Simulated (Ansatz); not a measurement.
Basis-set series for C$_{2}$H$_{7}$AlS$_{2}$. Charge 0, multiplicity 1. The bonds changed during the relaxation, so this is another structure than the one it started from. All single points use the PBE0-D4/def2-TZVP geometry. It is one conformer, not always the lowest.

```tsv
atom	x (Å)	y (Å)	z (Å)
C1	0.017	-1.771	-0.490
Al2	-1.410	-0.599	0.148
S3	-1.715	1.398	-0.858
S4	-0.612	1.538	0.894
C5	1.103	1.634	0.338
H6	-0.420	-2.666	-0.946
H7	0.659	-1.305	-1.241
H8	0.649	-2.117	0.335
H9	-2.591	-1.090	1.081
H10	1.253	2.582	-0.176
H11	1.725	1.595	1.235
H12	1.342	0.801	-0.320
```

```tsv
functional	basis	functions	energy (Eh)	HOMO (eV)	LUMO (eV)
PBE0-D4	def2-SVP	117	-1118.42103	-6.95	-0.89
PBE0-D4	def2-QZVPP	534	-1118.91471	-7.00	-1.14
ωB97M-V	def2-SVP	117	-1118.78739	-9.04	1.30
ωB97M-V	def2-QZVPP	534	-1119.28282	-9.13	0.66
```

Question: Give the rows for def2-TZVPP. (An estimate is asked.)

Answer: The calculation gave: 
| functional | basis | functions | energy (Eh) | HOMO (eV) | LUMO (eV) |
| --- | --- | --- | --- | --- | --- |
| PBE0-D4 | def2-TZVPP | 286 | -1118.87834 | -6.98 | -1.04 |
| ωB97M-V | def2-TZVPP | 286 | -1119.24797 | -9.10 | 0.98 |

Positive LUMOs are unbound and depend on the basis.

Results of the Gaussian-basis code of Ansatz.
